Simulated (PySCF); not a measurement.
SrCl, SMILES [Cl][Sr], multiplicity 2. Atoms are numbered in the order given.

```xyz
2

Sr     0.0000     0.0000    -0.7980
Cl     0.0000     0.0000     1.7837
```
Charge 0, spin multiplicity 2.

Coordinates come from a PBE-D3(BJ)/def2-TZVPD optimisation. The spin state was assumed, not searched. The def2 effective core potentials stand for the cores of Sr; spin–orbit coupling is left out.

These are PBE-D3(BJ)/def2-TZVPD in PySCF values and carry that method's errors.

Frequencies are harmonic and unscaled.

| mode | ν (cm⁻¹) | IR (km/mol) | moving atoms (share of kinetic energy) |
|---|---|---|---|
| 1 | 292 | 41.1 | Cl 71 %, Sr 29 % |
